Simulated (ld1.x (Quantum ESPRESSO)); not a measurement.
Results of a calculation; reference values are marked as such.
**Potentials for tantalum compared**

Generated with ld1.x 7.5 (TM, RRKJ, ultrasoft, PAW), atompaw 4.2 or ONCVPSP 4.0.1. The cutoff is in Ry: for ld1.x and atompaw files where the sum of valence levels is converged to 10 mRy in a Bessel basis, for ONCV files where the hardest occupied wave has 1 mHa per electron of residual kinetic energy. The error is the largest all-electron minus pseudo excitation energy over each file’s own four to seven test configurations (ionisations up to +4, promotions, holes and added fractions of an electron), all of which were solved. The labels leave out finer settings (local radius, basis sizes, second energies), which also bear on the numbers. Spin-polarised tests are not counted. The rows are a selection from randomly drawn settings: files with unsolved tests, undetermined cutoffs or missed reference levels are left out.

A true bound ghost makes a file unfit for plane-wave use even where its test errors are small: the radial tests pick states by their node count and pass the ghost by.

```csv
potential,cutoff (Ry),largest error (meV),bound ghosts
"TM, PBE, fully relativistic, rc 2.50/3.55/2.65 (spd), local s, core correction yes, reference 5d3 6s2 6p0",25,-787,none
"TM, LDA (PZ), scalar-relativistic, rc 2.55/1.55/2.55 (spd), local smoothed, core correction yes, reference 5p6 5d3 6s2 6p0",50,-46,s
```

Question: Fill in the row for Ta: TM, PBEsol, scalar-relativistic, rc 1.70/1.20/2.25 (spd), local s, core correction no, reference 5s2 5p6 5d3 6s0 6p0.

Answer: cutoff 100 Ry, largest error +4117 meV, bound ghosts: none.

Question: Fill in the row for Ta: TM, PBEsol, non-relativistic, rc 1.15/2.15/2.50 (spd), local smoothed, core correction yes, reference 5s2 5p6 5d2 6s0 6p0.

Answer: cutoff 90 Ry, largest error -475 meV, bound ghosts: none.

Question: Fill in the row for Ta: ultrasoft, PBEsol, scalar-relativistic, rc 3.30/3.35/1.90 (spd), local smoothed, core correction yes, reference 5d3 6s2 6p0.

Answer: cutoff 25 Ry, largest error -180 meV, bound ghosts: none.
